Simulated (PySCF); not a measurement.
**[Zn(Cl)2] (charge 0, multiplicity 1)**

Level of theory: TPSSh-D3(BJ)/def2-TZVP // TPSS-D3(BJ)/def2-SVP (PySCF).

- HOMO = -8.39 eV
- dipole moment = 0.00 D
- HOMO–LUMO gap = 6.22 eV
- LUMO = -2.16 eV
- charge on the central atom (Mulliken) = 0.62 e
- charge on the central atom (meta-Löwdin) = 1.23 e
- total energy = -2699.9580 Ha
- cost = around 60 core-seconds (rough)

```xyz
3

Zn     0.0000     0.0000     0.0000
Cl    -0.6161    -1.5574    -1.2742
Cl     0.6161     1.5574     1.2742
```
Charge 0, spin multiplicity 1.
